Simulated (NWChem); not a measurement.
Everything below was run with NWChem. System: Ge (+1), charge 1, spin multiplicity 2. Its SCF solution wasn't tested for a lower state. Level: UB3LYP/def2-TZVP, VWN1-RPA local correlation.

The NWChem input:

```
start mol
memory heap 200 mb stack 900 mb global 1100 mb
charge 1
geometry units angstroms nocenter noautoz
  Ge     0.000000     0.000000     0.000000
  symmetry group D2h
end
basis spherical
  * library def2-tzvp
end
dft
  xc b3lyp
  odft
  mult 2
  semidirect memsize 60000000 filesize 0
  iterations 100
end
task dft energy
```

NWChem printed:

```
             Northwest Computational Chemistry Package (NWChem) 7.3.0
             --------------------------------------------------------

                                NWChem Input Module
                                -------------------

 Scaling coordinates for geometry "geometry" by  1.889725989
 (inverse scale =  0.529177249)

                             Geometry "geometry" -> ""
                             -------------------------

 Output coordinates in angstroms (scale by  1.889725989 to convert to a.u.)

  No.       Tag          Charge          X              Y              Z
 ---- ---------------- ---------- -------------- -------------- --------------
    1 Ge                  32.0000     0.00000000     0.00000000     0.00000000

 Effective nuclear repulsion energy (a.u.)       0.0000000000

            Nuclear Dipole moment (a.u.)
            ----------------------------
        X                 Y               Z
 ---------------- ---------------- ----------------
     0.0000000000     0.0000000000     0.0000000000

      Symmetry information
      --------------------

 Group name             D2h
 Group number             26
 Group order               8
 No. of unique centers     1

      Symmetry unique atoms

     1


 Summary of "ao basis" -> "" (spherical)
 ------------------------------------------------------------------------------
       Tag                 Description            Shells   Functions and Types
 ---------------- ------------------------------  ------  ---------------------
 *                         def2-tzvp                  on all atoms

                                 NWChem DFT Module
                                 -----------------

 Summary of "ao basis" -> "ao basis" (spherical)
 ------------------------------------------------------------------------------
       Tag                 Description            Shells   Functions and Types
 ---------------- ------------------------------  ------  ---------------------
 Ge                        def2-tzvp                16       48   6s5p4d1f

 Summary of "ao basis" -> "ao basis" (spherical)
[...]
  ----- ------------  ---------------      ----- ------------  ---------------
    22      0.903457  1 Ge d -2              27      0.194115  1 Ge d -2

 Vector   14  Occ=1.000000D+00  E=-1.548171D+00  Symmetry=ag
              MO Center=  2.1D-14, -7.5D-14,  5.7D-14, r^2= 1.9D-01
   Bfn.  Coefficient  Atom+Function         Bfn.  Coefficient  Atom+Function
  ----- ------------  ---------------      ----- ------------  ---------------
    26      0.782786  1 Ge d  2              24      0.451943  1 Ge d  0
    31      0.167323  1 Ge d  2              29      0.096604  1 Ge d  0

 Vector   15  Occ=1.000000D+00  E=-7.349107D-01  Symmetry=ag
              MO Center=  3.5D-17,  1.9D-17,  1.4D-17, r^2= 1.4D+00
   Bfn.  Coefficient  Atom+Function         Bfn.  Coefficient  Atom+Function
  ----- ------------  ---------------      ----- ------------  ---------------
     5      0.828937  1 Ge s                  6      0.378042  1 Ge s
     4     -0.353786  1 Ge s                  3     -0.275999  1 Ge s
     2      0.122555  1 Ge s                  1     -0.038330  1 Ge s

 Vector   16  Occ=0.000000D+00  E=-3.850816D-01  Symmetry=b3u
              MO Center= -2.5D-15,  4.7D-27, -3.6D-30, r^2= 2.3D+00
   Bfn.  Coefficient  Atom+Function         Bfn.  Coefficient  Atom+Function
  ----- ------------  ---------------      ----- ------------  ---------------
    16      0.603775  1 Ge px                19      0.523283  1 Ge px
    10     -0.243801  1 Ge px                 7      0.093297  1 Ge px
    13     -0.056356  1 Ge px

 Vector   17  Occ=0.000000D+00  E=-3.850816D-01  Symmetry=b1u
              MO Center=  3.0D-30,  1.3D-26, -6.7D-15, r^2= 2.3D+00
   Bfn.  Coefficient  Atom+Function         Bfn.  Coefficient  Atom+Function
  ----- ------------  ---------------      ----- ------------  ---------------
    18      0.603775  1 Ge pz                21      0.523283  1 Ge pz
    12     -0.243801  1 Ge pz                 9      0.093297  1 Ge pz
    15     -0.056356  1 Ge pz

 Vector   18  Occ=0.000000D+00  E=-3.504355D-01  Symmetry=b2u
              MO Center= -5.5D-16, -1.3D-14, -3.2D-16, r^2= 2.4D+00
   Bfn.  Coefficient  Atom+Function         Bfn.  Coefficient  Atom+Function
  ----- ------------  ---------------      ----- ------------  ---------------
    17      0.565534  1 Ge py                20      0.558949  1 Ge py
    11     -0.238139  1 Ge py                 8      0.090779  1 Ge py
    14     -0.050023  1 Ge py

   alpha - beta orbital overlaps
   -----------------------------

   alpha      1      2      3      4      5      6      7      8      9     10
    beta      1      2      3      4      5      6      7      8      9     10
 overlap   1.000  1.000  1.000  1.000  1.000  1.000  1.000  1.000  1.000  1.000

   alpha     11     12     13     14     15     16     17     18     19     20
    beta     11     12     13     14     15     18     16     17     21     22
 overlap   1.000  1.000  1.000  1.000  0.999  0.998  1.000  1.000  1.000  1.000

   alpha     21     22     23     24     25     26     27     28     29     30
    beta     23     20     19     24     27     25     26     30     31     32
 overlap   0.858  1.000  1.000  0.859  0.998  1.000  1.000  1.000  1.000  0.999

   alpha     31     32     33     34     35     36     37     38     39     40
    beta     28     29     35     36     37     38     39     33     34     40
 overlap   1.000  1.000  1.000  1.000  1.000  1.000  1.000  1.000  1.000  1.000

   alpha     41     42     43     44     45     46     47     48
    beta     41     42     43     44     45     46     47     48
 overlap   1.000  1.000  1.000  1.000  1.000  1.000  1.000  1.000

     --------------------------
     Expectation value of S2:
     --------------------------
      <S2> =      0.7521 (Exact =     0.7500)

 Task  times  cpu:        2.2s     wall:        2.2s

 Total times  cpu:        2.3s     wall:        2.3s
```
